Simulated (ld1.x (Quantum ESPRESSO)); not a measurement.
**Transferability test, TM potential for Re**

rhenium (Re), norm-conserving Troullier–Martins (Kleinman–Bylander form), made with ld1.x (Quantum ESPRESSO) 7.5 (PBEsol, fully relativistic). Core [Xe] 4f14, reference 5d5 6s1 6p0 (charge +1). Waves: 6p (bound, empty): rc 3.25 bohr; 5d (bound): rc 1.45 bohr; 6s (bound): rc 2.35 bohr. Local part: the s channel. Core correction: a·sin(br)/r model core inside 1.40 bohr.

Open shells are filled in proportion to 2j + 1 (rel_dist='average').

Energies are relative to the spin-unpolarised reference configuration 5d5 6s1 6p0; without spin polarisation the order of configurations can differ from experiment. The frozen-core shift is the all-electron ΔE with the core orbitals held at their reference shape minus the fully relaxed ΔE.

```tsv
valence configuration	charge	ΔE all-electron (eV)	error AE − PS (meV)	frozen-core shift (meV)
5d5 6s2 6p0	0	-9.299	-8.0	+1.4
5d5 6s0 6p0	+2	16.347	-16	+4.1
5d4 6s0 6p0	+3	43.496	-160	+137
5d4 6s2 6p0	+1	0.709	-100	+41
5d5 6s0 6p1	+1	5.810	-6.5	+1.5
5d4 6s2 6p1	0	-4.245	-143	+45
```

What are ΔE and the potential's error for 5d3 6s0 6p0?

ΔE = 82.857 eV all-electron; the error (AE − PS) is -694 meV.

Levels in the configuration 5d5 6s0 6p0:

| level | all-electron (eV) | pseudo (eV) |
| --- | --- | --- |
| 5d j=3/2 | -22.036 | -22.039 |
| 5d j=5/2 | -21.047 | -21.055 |
